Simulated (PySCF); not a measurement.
**Orbital picture of InPb**

PBEsol at R = 2.913 Å; PySCF, scalar-relativistic core potentials, basis sets In def2-SVP with ECP28, Pb def2-SVP with ECP60. State: ⁴Σ⁻ (quartet), unpaired electrons σ ↑, π ↑↑. Only the outer orbitals are listed, counted within each symmetry, core potentials removing the inner ones.

| spin | orbital | occ. | ε (eV) | on In (%) | main shells (%) |
| --- | --- | --- | --- | --- | --- |
| α | 7σ | 1 | -12.45 | 10 | 89 Pb s |
| α | 8σ | 1 | -8.63 | 83 | 83 In s, 8 Pb p |
| α | 9σ | 1 | -4.40 | 47 | 52 Pb p, 40 In p |
| α | 5π | 1 | -4.22 | 27 | 72 Pb p, 26 In p |
| α | 5π | 1 | -4.22 | 27 | 72 Pb p, 26 In p |
| α | 6π | 0 | -2.30 | 73 | 72 In p, 26 Pb p |
| α | 6π | 0 | -2.30 | 73 | 72 In p, 26 Pb p |
| α | 10σ | 0 | -0.44 | 69 | 68 In p, 37 Pb p |
| β | 7σ | 1 | -11.40 | 13 | 87 Pb s, 9 In s |
| β | 8σ | 1 | -7.88 | 84 | 84 In s, 9 Pb s |
| β | 9σ | 0 | -3.22 | 49 | 50 Pb p, 44 In p |
| β | 5π | 0 | -3.03 | 43 | 57 Pb p, 42 In p |
| β | 5π | 0 | -3.03 | 43 | 57 Pb p, 42 In p |

Which are the highest filled and the lowest empty level, where do they sit, and how wide is the gap?

Highest filled α 5π at -4.22 eV (in %: 72 Pb p, 26 In p); lowest empty β 9σ at -3.22 eV (in %: 50 Pb p, 44 In p); the gap at PBEsol is 1.00 eV.

```json
{"bond order (Mayer)": "1.44", "⟨S²⟩": "3.752", "charge on In (Mulliken, basis-dependent)": "0.09", "charge on In (Löwdin, basis-dependent)": "0.05", "dipole moment (positive dipole means In(−)Pb(+))": "-0.94 D"}
```

Spin–orbit coupling is left out, which matters for elements this heavy, above all for dissociation energies. The state was picked by a PBE0 search and need not be the measured ground state.
